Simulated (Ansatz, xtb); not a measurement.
## Ranking isomers of CH6GeOSSi

4 gas-phase structures of CH6GeOSSi, from a drawn sample of its isomers (lower ones may exist). Each was relaxed with GFN2-xTB; where two conformers were screened, the lower at r2SCAN-D4/def2-SVP is listed:

A. `O=[CH][Ge@@H]([SiH3])[SH]`, a singlet
B. `O=[CH][GeH2][SiH2]S`, a singlet
C. `O=C[Si@@H](S)[GeH3]`, a singlet
D. `O=C[SiH2][GeH2][SH]`, a singlet

**Question.** Estimate their order in r2SCAN-D4/def2-SVP energy at these geometries, lowest first.

**Answer.** Calculated order at r2SCAN-D4/def2-SVP: B (0.0), A (1.9), C (2.9), D (3.2) kcal/mol. Less than 1 kcal/mol parts C and D, so the order within that pair means little.

Energies above the lowest of each column, in kcal/mol; the last columns are at B3LYP/def2-SVP geometries:

| structure | GFN2-xTB | HF/STO-3G | r2SCAN-D4/def2-SVP | B3LYP/def2-SVP | CCSD(T)/def2-SVP + ΔMP2/def2-TZVPP |
| --- | --- | --- | --- | --- | --- |
| B | 5.4 | 1.5 | 0.0 | 0.0 | 0.0 |
| A | 0.0 | 2.4 | 1.9 | 1.5 | 1.6 |
| C | 9.6 | 0.0 | 2.9 | 0.8 | 0.4 |
| D | 2.8 | 1.0 | 3.2 | 1.5 | 2.2 |

CCSD(T)/def2-SVP + ΔMP2/def2-TZVPP puts B lowest, with C within 1 kcal/mol; GFN2-xTB picks A. CCSD(T)/def2-SVP + ΔMP2/def2-TZVPP orders those it was run on as B (0.0), C (0.4), A (1.6), D (2.2) kcal/mol. Less than 1 kcal/mol parts B and C; A and D, so the order within those pairs means little. Flexible structures stand in one conformer each, not always the lowest. ΔMP2 is the change of the MP2 energy from the smaller to the larger basis.

Over these structures GFN2-xTB departs from r2SCAN-D4/def2-SVP by 3.6 kcal/mol on average once a common shift is removed. A GFN2-xTB relaxation took about 0.41 s and the r2SCAN-D4/def2-SVP energy about 2 s on a shared host (Ansatz 0.2.0, xtb 6.7.1).
